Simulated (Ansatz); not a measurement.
An input meant for the cluster Hf₂O₅H₂ (charge 0, singlet; atoms displaced at random, 0.08 Å in each coordinate).

```yaml
crystal:
  periodic: [false, false, false]
  atoms:
    - {symbol: Hf, position_ang: [1.067441, 0.273450, -1.541612]}
    - {symbol: Hf, position_ang: [-0.131720, 0.292285, 1.177342]}
    - {symbol: O, position_ang: [1.666574, -0.035271, -3.184457]}
    - {symbol: O, position_ang: [-0.283980, 1.362729, -0.118739]}
    - {symbol: O, position_ang: [-2.075061, -0.487585, 1.575421]}
    - {symbol: O, position_ang: [1.187392, -1.093697, 0.269450]}
    - {symbol: O, position_ang: [0.466369, -0.817306, -2.820187]}
    - {symbol: H, position_ang: [-2.827927, -0.931050, 1.777732]}
    - {symbol: H, position_ang: [0.677090, 1.179490, 2.576733]}
basis:
  gaussian: {orbitals: def2-SVPD}
hamiltonian: {xc: {name: wB97X-V}}
scf: {lower_state_search: light}
relax: {f_tol: 0.001, max_steps: 2}
output: {forces: true}
```

```sh
$ ansatz run in.yaml --threads 4 --pin off --events-out ev --progress --plain --max-ram 4787MiB
```

Output, abridged:

```
Functional definition: wB97X-V
1699 factors; their error is unknown
663 factors; integrals over basis functions are off by at most 9.0e-7 eV
mean field evaluation 1: about -12849.3343 eV, gradient 1.1e2 eV
mean field evaluation 2: about -12800.1831 eV, gradient 1.9e2 eV
mean field evaluation 4: about -12870.5114 eV, gradient 1.6e1 eV
mean field evaluation 8: about -12870.9842 eV, gradient 1.1e-1 eV
mean field evaluation 16: about -12871.0590 eV, gradient 1.9e-3 eV
mean field -12871.05897469 eV, -473.0026930027 hartree, gradient 6.4e-5 eV, S^2 0.000000; 0 other end points of the search recorded, 0 dependent functions left out
reference -12871.05897141 eV, -473.0026928822 hartree; 33, 33 occupied and 168, 168 virtual orbitals, 1699 factors
relax step   1: F+E_penalty+E_count = -12871.05897469 eV  Δ(F+E_penalty+E_count) = +0.000e0 eV  max|allowed force component| = 1.267e1 eV/Å  Δτ_max = 0.0000 Å  (37 SCF iters, accepted)
1699 factors; their error is unknown
663 factors; integrals over basis functions are off by at most 9.1e-7 eV
mean field -12874.59043546 eV, -473.1324717924 hartree, gradient 1.6e-5 eV, S^2 0.000000; 0 other end points of the search recorded, 0 dependent functions left out
reference -12874.59043232 eV, -473.1324716768 hartree; 33, 33 occupied and 168, 168 virtual orbitals, 1699 factors
relax step   2: F+E_penalty+E_count = -12874.59043546 eV  Δ(F+E_penalty+E_count) = -3.531e0 eV  max|allowed force component| = 3.603e0 eV/Å  Δτ_max = 0.1949 Å  (51 SCF iters, accepted)
Error: geometry relaxation did not converge after 2 steps: max|allowed force component| = 3.60e0 eV/Å (threshold 1.0e-3). Raise `relax.max_steps` over both its present limit and 2, loosen `relax.f_tol`, or start from a geometry closer to equilibrium. Where this run's directory can be resumed (`checkpoint.write`), a resume goes on for up to `relax.max_steps` more
```

What is wrong with this run?

The relaxation is allowed too few steps for its threshold. The SCF steps converged, but the relaxation ran out of steps.
